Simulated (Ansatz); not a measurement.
Program: Ansatz. Geometries: PBE0-D4/def2-TZVP. ΔE: electronic, gas phase. CBS: MP2 limit from def2 TZ/QZ plus the TZ coupled-cluster correction, frozen cores. This one scheme is used for every species. Functionals use def2-TZVPP. Elements past krypton have def2 core potentials. For Sn outer-core shells are correlated without core-valence functions, which leaves a few kJ/mol of doubt a bond. Each species was taken in one conformer, which may not be the lowest.

Consider the formal hydrolysis of the Sn–O bond: `C[O][SnH]([Cl])[O][SiH3]` + H₂O → `C[O][SnH]([OH])[Cl]` + `O[SiH3]`.

`C[O][SnH]([Cl])[O][SiH3]`:

Z-matrix (Å, degrees):
```
C
O 1 1.413
H 1 1.092 2 107.6
H 1 1.096 2 112.1 3 118.9
H 1 1.096 2 112.0 3 -118.8
Sn 2 1.937 1 120.6 3 -176.4
O 6 1.938 2 107.9 1 -58.7
Cl 6 2.319 2 107.7 1 54.3
H 6 1.685 2 110.5 1 179.5
Si 7 1.639 6 136.0 2 91.0
H 10 1.487 7 111.1 6 75.3
H 10 1.485 7 107.8 6 -165.0
H 10 1.490 7 110.9 6 -45.5
```

H₂O:

```xyz
3

O    -0.231   -0.166   -0.266
H    -0.495    0.373    0.483
H     0.726   -0.207   -0.217
```

`C[O][SnH]([OH])[Cl]`:

Z-matrix (Å, degrees):
```
C
O 1 1.411
H 1 1.093 2 107.7
H 1 1.097 2 112.0 3 118.6
H 1 1.096 2 112.4 3 -119.1
Sn 2 1.945 1 122.2 3 170.4
Cl 6 2.325 2 105.6 1 -40.8
O 6 1.938 2 104.5 1 -157.1
H 6 1.692 2 116.4 1 82.3
H 8 0.961 6 112.7 2 41.2
```

`O[SiH3]`:

Cartesian coordinates in Å:
```
O -0.368 -0.179 1.214
Si 0.107 0.217 -0.313
H -0.491 -1.106 1.419
H 1.423 -0.390 -0.654
H 0.213 1.693 -0.336
H -0.882 -0.235 -1.331
```

(1) Is it downhill or uphill in electronic energy at CCSD(T)/CBS, and by how much? (Best estimate.)

(2) What do these levels give: ωB97M-V, PBE, PBE0, MP2/def2-TZVPP, CCSD(T)/def2-TZVPP, HF/CBS(def2)? (Best estimate.)

Largest T1 diagnostic among the species: 0.013.

Answers

(1) Ansatz gave: Uphill: ΔE = +25.7 kJ/mol.

(2) The calculation gave: ωB97M-V 19.3, PBE 8.9, PBE0 12.9, MP2/def2-TZVPP 23.3, CCSD(T)/def2-TZVPP 23.2, HF/CBS(def2) 20.3 kJ/mol.

From PBE to PBE0 (25 % exact exchange), in def2-TZVPP and without D4, ΔE moves by +4.0 kJ/mol. The D4 term adds +10.8 kJ/mol with B3LYP and +6.5 kJ/mol with PBE0; it sums over pairs of atoms, weighted by their polarisabilities, and B3LYP, whose exchange is more repulsive, gets the larger term. In def2-TZVPP, CCSD(T) changes the Hartree–Fock value by +4.5 kJ/mol (the triples alone add +0.7 kJ/mol) and MP2 by +4.7 kJ/mol.

B3LYP here is the variant with VWN-RPA as its local correlation; programs differ in this.
